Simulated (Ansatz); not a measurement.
Consider the redistribution: `[NH2][AlH][SeH]` + `[OH][SnH2][AlH2]` → `[AlH2][AlH][SeH]` + `[NH2][SnH2][OH]`.

Program: Ansatz. Geometries: PBE0-D4/def2-TZVP. ΔE: electronic, gas phase. CCSD(T)/CBS adds triple-zeta CCSD(T) − MP2 to the extrapolated MP2 energy (def2 sets, frozen cores). DFT in def2-TZVPP. B3LYP here is the variant with VWN-RPA as its local correlation; programs differ in this. HSE06 is defined as in plane-wave codes. def2 core potentials past Kr. For Se, Sn outer-core shells are correlated without core-valence functions, which leaves a few kJ/mol of doubt a bond. Scalar relativity is left out up to krypton. One conformer a species, not always the lowest.

Task: Is it downhill or uphill in electronic energy at CCSD(T)/CBS, and by how much? (Estimate.)

Result: Ansatz gave: Uphill: ΔE = +127.2 kJ/mol.

Task: What do these levels give: B3LYP-D4, ωB97X-V, PBE-QIDH, revPBE, HSE06, BHLYP, LC-ωPBE, HF/def2-SVP, CCSD(T)/def2-SVP, CCSD(T)/def2-TZVPP, SCS-MP2/def2-QZVPP, HF/CBS(def2)? (An estimate is asked.)

Result: The calculation gave: B3LYP-D4 133.5, ωB97X-V 126.1, PBE-QIDH 128.3, revPBE 119.9, HSE06 124.7, BHLYP 134.8, LC-ωPBE 127.1, HF/def2-SVP 139.6, CCSD(T)/def2-SVP 130.7, CCSD(T)/def2-TZVPP 124.6, SCS-MP2/def2-QZVPP 131.3, HF/CBS(def2) 128.5 kJ/mol.

Largest T1 diagnostic among the species: 0.014.

Leaving LDA and LC-ωPBE aside and taking each functional with its dispersion term where it has one, the values, not all of them listed here, spread over 17.1 kJ/mol, from revPBE-D4 to ωB97M-V. LDA lies +7.5 kJ/mol from PBE without D4. From BLYP to BHLYP (50 % exact exchange), in def2-TZVPP and without D4, ΔE moves by +3.6 kJ/mol. At CCSD(T), def2-SVP lies +3.5 kJ/mol from the extrapolated value and def2-TZVPP −2.6 kJ/mol.
